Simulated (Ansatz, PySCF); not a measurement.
C₄HCl₂F, SMILES ClC(=C(F)C#C)Cl. Atoms are numbered in the order given.

```xyz
8

C     -0.1759     3.1182    -0.0003
C      0.2129     1.9734     0.0006
C      0.6883     0.6232     0.0016
F      2.0133     0.4707     0.0055
C     -0.1034    -0.4646    -0.0010
Cl    -1.8118    -0.3404    -0.0061
Cl     0.5598    -2.0433     0.0005
H     -0.5263     4.1364    -0.0011
```

The structure is a stationary point at ωB97X-D3(BJ)/def2-SVP. The structure was generated by enumeration, and PubChem lists no compound with its InChIKey, so it may never have been made.

Two levels are set side by side: PBE-D3(BJ)/def2-SVP (Ansatz, a program for electronic structure) and ωB97X-D3(BJ)/def2-SVP (PySCF). Each level has its own optimised geometry; the coordinates shown are those of the second. Frequencies come from the Hessian of PySCF at each geometry. Differences are taken from unrounded values.

```
quantity                            ωB97X-D3(BJ)
----------------------------------  ------------
mean bond length (Å)                       1.403
bond C1–C2 (Å)                             1.209
bond C2–C3 (Å)                             1.431
bond C3–F4 (Å)                             1.334
bond C3–C5 (Å)                             1.345
bond C5–Cl6 (Å)                            1.713
bond C5–Cl7 (Å)                            1.712
bond C1–H8 (Å)                             1.077
highest harmonic wavenumber (cm⁻¹)          3481
mean harmonic wavenumber (cm⁻¹)              888
zero-point energy (kcal/mol)               22.85
```

Q: What does PBE-D3(BJ) give, and how far is it from ωB97X-D3(BJ)? (The exact figures need the calculation; the answer reports its results.)

A: 
```tsv
quantity	PBE-D3(BJ)	PBE-D3(BJ) minus ωB97X-D3(BJ)
mean bond length (Å)	1.411	0.008
bond C1–C2 (Å)	1.226	0.017
bond C2–C3 (Å)	1.415	-0.016
bond C3–F4 (Å)	1.347	0.013
bond C3–C5 (Å)	1.368	0.023
bond C5–Cl6 (Å)	1.722	0.009
bond C5–Cl7 (Å)	1.721	0.008
bond C1–H8 (Å)	1.081	0.005
highest harmonic wavenumber (cm⁻¹)	3404	-77
mean harmonic wavenumber (cm⁻¹)	836	-52
zero-point energy (kcal/mol)	21.51	-1.34
```

Exact exchange shortens and stiffens bonds; PBE has none. Differences between two approximate levels are no errors against the true value.
